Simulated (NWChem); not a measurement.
Isomers of CH5FOSi, each optimised at PBE0/def2-SVP with NWChem, gas phase unless a solvent is named. Flexible species stand in one conformer each, which need not be the lowest.  Relative energies count from the lowest isomer at each level and are electronic, without zero-point energy, on those geometries.

A: CO[SiH2]F
B: C[SiH](O)F
C: O[SiH2]CF
D: OC[SiH2]F

```csv
quantity,A,B,C,D
"relative energy, PBE0/def2-SVP (kcal/mol)",22.9,0.0,___,50.8
"relative energy, r2SCAN/def2-TZVP (kcal/mol)",25.9,0.0,___,57.4
"highest harmonic frequency (cm⁻¹), PBE0/def2-SVP",3149,3938,___,3881
"SMD solvation free energy in water, PBE0/def2-SVP (kcal/mol)",-0.1,-4.2,___,-4.9
```

Q: Some entries are withheld; supply them.

A: 
- relative energy, PBE0/def2-SVP (kcal/mol), C: 60.0
- relative energy, r2SCAN/def2-TZVP (kcal/mol), C: 65.9
- highest harmonic frequency (cm⁻¹), PBE0/def2-SVP, C: 3929
- SMD solvation free energy in water, PBE0/def2-SVP (kcal/mol), C: -3.7
